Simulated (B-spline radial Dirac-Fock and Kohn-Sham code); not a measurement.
# Relativistic shifts of the levels of Rh²⁹⁺

System: rhodium as Rh²⁹⁺, configuration [Ne] 3s2 3p4.

Both columns are ΔSCF binding energies of the configuration average from a radial B-spline solver: non-relativistic Hartree-Fock with a point nucleus, and Dirac-Fock with a finite nucleus and the Coulomb interaction alone, averaged over the two j levels with weights 2j+1.

```
shell  Hartree-Fock (eV)  Dirac-Fock (eV)  shift (eV)  shift (%)
   1s            24122.9          24791.9     +668.99      +2.77
   2s             4701.2           4870.8     +169.59      +3.61
   3s             1757.4           1804.1      +46.75      +2.66
   3p             1671.9           1690.1      +18.22      +1.09
```

Relativity binds 1s, 2s, 3s, 3p more strongly, among those listed most of all 2s in relative terms.

Values without a named source are computed, but for edge energies of neutral atoms, which are taken from tables.
